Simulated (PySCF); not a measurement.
An unknown shows these calculated signals:

$^{1}$H NMR (600 MHz, computed): δ 8.06 (m, 1H), 6.14 (m, 1H), 3.88 (t, 3H), 2.71 (t, 2H), 0.92 (m, 2H).

$^{13}$C{$^{1}$H} NMR (computed): δ 202.2 (C), 175.6 (CH), 116.4 (CH), 44.4 (CH2), 4.8 (CH2).

[PySCF: geometry from GFN2-xTB; NMR shieldings at PBE0/pcSseg-1/GIAO; non-relativistic Hamiltonian; a single conformation; in vacuum; fast rotation and ring inversion assumed for equivalent nuclei]

Shifts are taken against calculated references (same method and geometry level): TMS for $^{1}$H (σref 31.72), $^{13}$C (σref 186.93).

Q: Which of these does the molecule contain: a carboxylic acid, a Si–H bond, a ketone, a benzene ring, a non-aromatic C=C double bond, a three-membered ring?

A: 
- A carboxylic acid: no.
- A Si–H bond: yes (δH 3.88 (t)).
- A ketone: yes (δC 202.2).
- A benzene ring: no.
- A non-aromatic C=C double bond: yes.
- A three-membered ring: no.

The data belong to SMILES O=C(/C=C/F)CC[SiH3], C5H9FOSi; they needn't prove each group on their own.

Carbon signals by region: 2 in the far downfield region (above 160 ppm), 1 in the sp2 and nitrile region (100–160 ppm), 2 below 50 ppm. Above 160 ppm: 202.2, ketone carbonyl carbon, 175.6, β carbon of a C=C–C=O unit.

Splittings by $^{19}$F in the carbon and heteronuclear signals aren't shown, as no couplings were computed. Shifts are as computed. Against solution values, carbons near 30 ppm lie about +3 ppm off and those near 130 ppm about +5 ppm. Of 1309 compounds with measured shifts, 239 miss one by over three times the rms of a fit or turn the order of signals round; such compounds aren't used in these exercises. No couplings were computed; multiplicities are counted from neighbouring protons, with m where these are inequivalent, close in shift, in a saturated or five-membered ring or joined by F or P, and br s for small geminal =CH2 splittings.
